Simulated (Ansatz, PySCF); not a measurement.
The pair A = HCl (SMILES Cl) (first 2 atoms), B = C2H4 (SMILES C=C); geometry from B3LYP-D3(BJ)/def2-TZVP.
(charge 0, multiplicity 1):
| atom | x (Å) | y (Å) | z (Å) |
|---|---|---|---|
| Cl | -0.4474 | 0.0166 | 0.2572 |
| H | -0.3098 | 0.0320 | 1.5433 |
| C | 0.3728 | 0.5638 | 3.7907 |
| C | -0.4859 | -0.4425 | 3.9008 |
| H | 1.4366 | 0.3941 | 3.6761 |
| H | 0.0459 | 1.5963 | 3.8149 |
| H | -1.5492 | -0.2727 | 4.0195 |
| H | -0.1585 | -1.4749 | 3.8806 |

Rows in 6-31G* carry no dispersion term and start afresh at each structure (6-31G* with six Cartesian d functions). MP2/6-31G* freezes PySCF's default core.

Codes used: Ansatz (Gaussian basis) for Hartree–Fock, density functionals and correlated methods; PySCF for 6-31G* rows. 

Total energies (hartree), monomers frozen at their geometry in the pair:

```tsv
structure	HF/6-31G*	B3LYP/def2-TZVPPD	MP2/6-31G*
AB	-538.0939845	-539.4664910	-538.4827053
A in the pair's basis	-460.0598822	-460.8377738	-460.1928888
B in the pair's basis	-78.0323642	-78.6255893	-78.2864711
A	-460.0595000	-460.8376655	-460.1922482
B	-78.0314143	-78.6255034	-78.2849229
```

Work out the interaction energy without and with the counterpoise correction, and the superposition error, for each level.


E(AB) − E(A) − E(B), times 627.509 kcal/mol, with the monomers in their own basis and then in the pair's basis:
- HF/6-31G*: -1.93 uncorrected, -1.09 corrected; the monomers gain 0.84 kcal/mol from borrowed functions
- B3LYP/def2-TZVPPD: -2.08 uncorrected, -1.96 corrected; the monomers gain 0.12 kcal/mol from borrowed functions
- MP2/6-31G*: -3.47 uncorrected, -2.10 corrected; the monomers gain 1.37 kcal/mol from borrowed functions

Ansatz is an electronic-structure program.
